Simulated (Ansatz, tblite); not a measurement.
Forces on Mg₂Se⁺ at its r2SCAN-D4/def2-TZVP geometry. The state is a doublet with charge 1.

The xTB rows come from tblite. The structure comes from a short search, and lower isomers may exist.

GFN1-xTB (tblite), largest force 0.76 eV/Å:

```xyz
3
positions Å, forces eV/Å
Mg   -0.589    0.422   -1.973    0.368   -0.075   -0.062
Mg   -0.176   -0.263    2.078    0.370   -0.079   -0.040
Se    0.765   -0.159   -0.105   -0.738    0.153    0.101
```

GFN2-xTB (tblite), largest force 0.25 eV/Å:

```
Mg -0.022 0.041 -0.249
Mg 0.029 -0.043 0.248
Se -0.007 0.001 0.001
```

B97M-V/def2-TZVP (Ansatz), largest force 0.03 eV/Å:

```
Mg -0.017 0.005 -0.005
Mg -0.016 0.002 0.009
Se 0.033 -0.007 -0.005
```
